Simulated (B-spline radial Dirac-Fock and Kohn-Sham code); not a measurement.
**In²⁺: non-radiative channels of the L2 vacancy**

System: the In²⁺ ion, configuration [Kr] 4d10 5s1, inside a Watson sphere of charge -2 and radius 3 Å (a model of the Madelung potential; inside it an electron's potential energy is raised by 9.6 eV).

The computed values come from a radial B-spline solver: one-electron (LDA, Dirac) transition rates at Dirac-Fock energies. Kinetic energies are configuration averages from the vacuum level; the two-hole energies are estimated from single-hole states.

| transition | kinetic energy (eV) | width (meV) | share (%) |
| --- | --- | --- | --- |
| L2-L3N1 | – | 33.7 | 1.4 |
| L2-L3N2 | 78.41 | 127 | 5.3 |
| L2-L3N3 | 85.86 | 44.8 | 1.9 |
| L2-L3N4 | 154.5 | 157 | 6.5 |
| L2-L3N5 | 155.7 | 55.3 | 2.3 |
| L2-M1M2 | 2351.1 | 67.8 | 2.8 |
| L2-M2M2 | 2466.2 | 64.5 | 2.7 |
| L2-M2M3 | 2508.8 | 212 | 8.8 |
| L2-M2M4 | 2726.9 | 112 | 4.7 |
| L2-M2M5 | 2729.7 | 200 | 8.3 |
| L2-M3M4 | 2761.6 | 148 | 6.2 |
| L2-M4M4 | 2975.4 | 128 | 5.3 |
| L2-M4M5 | 2982.1 | 562 | 23.5 |
| L2-M2N3 | 3111.9 | 36.8 | 1.5 |
| L2-M4N5 | 3436.0 | 64.2 | 2.7 |
| L2-M5N4 | 3442.6 | 52.1 | 2.2 |

A dash stands for an energy that rests on an unreliable hole state.

The listed channels hold 86 % of the non-radiative rate. Summed by principal shells, of 2.40 eV in all: LMM 65.3 %, LLN 17.4 %, LMN 16.1 %, LNN 1.0 %.
